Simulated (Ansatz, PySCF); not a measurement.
Gas-phase reaction in SMILES: CC(F)(F)F -> [CH3] (CH3) + F[C](F)F (the C-C bond at the site shown breaks; other sites are not compared here)
Each molecule is optimised on its own at B3LYP-D3(BJ)/def2-TZVP (Ansatz, an electronic-structure program).

Wanted: bond dissociation energy (enthalpy at 298 K, with B3LYP-D3(BJ) rigid-rotor harmonic-oscillator terms from PySCF), in kcal/mol. Cores are frozen in the correlated levels unless marked. Open shells are spin-unrestricted. Spin-orbit coupling is left out. No relativistic terms. Basis-set limits of correlation are two-point, X^-3; Hartree-Fock from the larger set. [CCSD(T)-MP2]/basis is that difference in the basis named.

From measured enthalpies of formation at 298 K: 101.1 kcal/mol (CC(F)(F)F -178.0, CRC Handbook; [CH3] (CH3) 35.0, ATcT 1.112; F[C](F)F -111.9, ATcT 1.112). It holds spin-orbit effects, which the calculations lack, and core correlation, which the frozen-core levels lack. This is an older compilation, not checked against later work.

```tsv
level	program	bond dissociation energy (kcal/mol)	error against measurement
HF/6-31G*	Ansatz	76.4	-24.7
revPBE/def2-TZVPD	Ansatz	91.3	-9.8
B97M-V/def2-TZVPD	Ansatz	101.5	0.4
B3LYP-D4/def2-TZVPD	Ansatz + dftd4	96.8	-4.3
PBE0/def2-SVP	Ansatz	102.0	0.9
r2SCAN0-D4/def2-TZVPD	Ansatz + dftd4	94.4	-6.7
HSE06/def2-TZVPD	Ansatz	98.2	-2.9
B2GP-PLYP/def2-TZVPD	Ansatz	99.4	-1.7
B2PLYP/def2-TZVPD	Ansatz	98.1	-3.0
PBE-QIDH/def2-TZVPD	Ansatz	101.5	0.4
RPA@PBE/cc-pVQZ	Ansatz	99.4	-1.7
MP2/6-31G*	Ansatz	104.7	3.6
RI-MP2/cc-pVTZ	Ansatz	104.5	3.4
RI-MP2/CBS(aug-cc-pVTZ,aug-cc-pVQZ)	Ansatz	106.9	5.8
SCS-MP2/STO-3G	Ansatz	92.0	-9.1
SCS-MP2/cc-pVDZ	Ansatz	101.4	0.3
SCS-MP2/aug-cc-pVTZ	Ansatz	105.1	4.0
CCSD/6-31G	Ansatz	97.0	-4.1
CCSD/cc-pwCVTZ	Ansatz	99.3	-1.8
CCSD(T)/6-31G*	Ansatz	102.1	1.0
RI-MP2/CBS(aug-cc-pVTZ,aug-cc-pVQZ)+[CCSD(T)-MP2]/aug-cc-pVTZ	Ansatz	103.7	2.6
```
